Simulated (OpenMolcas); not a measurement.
**V4+ in a ligand field**

V4+ with 4 ligands (oxide) in tetrahedral coordination (Td) at 1.83 Å. A charge of +1 e stands 2.6 Å behind each ligand. Ligand basis ANO-RCC-VDZP.

```json
{"Program": "OpenMolcas", "Method": "CASSCF", "Basis": "ANO-RCC-VDZP [5s4p2d1f]", "Scalar Hamiltonian": "DKH2, point nucleus", "Active space": "1 electron in 5 orbitals (3d)", "State averaging": "2S+1 = 2 even, 5 roots", "Spin-orbit coupling": "RASSI with atomic mean-field integrals over the reference wave functions"}
```

The lowest spin-free states (labels of Td), above the lowest:

| State | Degeneracy | E (cm-1) |
| --- | --- | --- |
| 2E | 2 | 0.0 |
| 2T2 | 3 | 8955 |

The lowest levels with spin-orbit coupling:

```csv
E (cm-1),Degeneracy,Label,2S+1,g
0.0,4,Γ8,2,
8899,4,Γ8,2,
9099,2,Γ7,2,1.50 1.50 1.50
```

Electric-dipole absorption from the lowest level at this geometry, strongest bands:

| E (cm-1) | λ (nm) | Label | f |
| --- | --- | --- | --- |
| 8899 | 1120 | Γ8 | 9.54e-04 |
| 9099 | 1100 | Γ7 | 4.49e-04 |

Powder χT (cm3 K/mol): 0.35 at 2 K, 0.351 at 10 K, 0.354 at 50 K, 0.357 at 100 K, 0.365 at 200 K, 0.372 at 300 K. The effective moment at 300 K is 2.828 √(χT) = 1.73 μB.

The lowest level has 2S+1 = 2, for which the spin-only value is χT = S(S+1) / 2 = 0.375 cm3 K/mol (g = 2). The computed 0.372 at 300 K differs by -0.003, through a little spin-orbit mixing out of the ground term, against the free-electron g of 2.0023, which raises it.

Metal share of the active 3d orbitals (Löwdin): 81, 81, 81, 90, 90 %; Mulliken charge of the metal 1.95.

The gap between the two states is 10Dq = -8955 cm-1 (negative for this site).

An orbital doublet at a regular site is open to a Jahn-Teller distortion, which this geometry leaves out. The least metal-like active orbital is 81 % on the metal (Löwdin) and no ligand orbital is active, so the numbers are rough. The oxide ions are held by bare point charges, a crude embedding. Ligand-to-metal charge-transfer states are missing. With metal d orbitals alone and no dynamic correlation the field as a rule comes out too small, by tens of per cent, by up to half for chloride and softer ligands. No measured value stands beside these numbers; the geometry is a model, was not optimised and need not be the one that this ion takes.
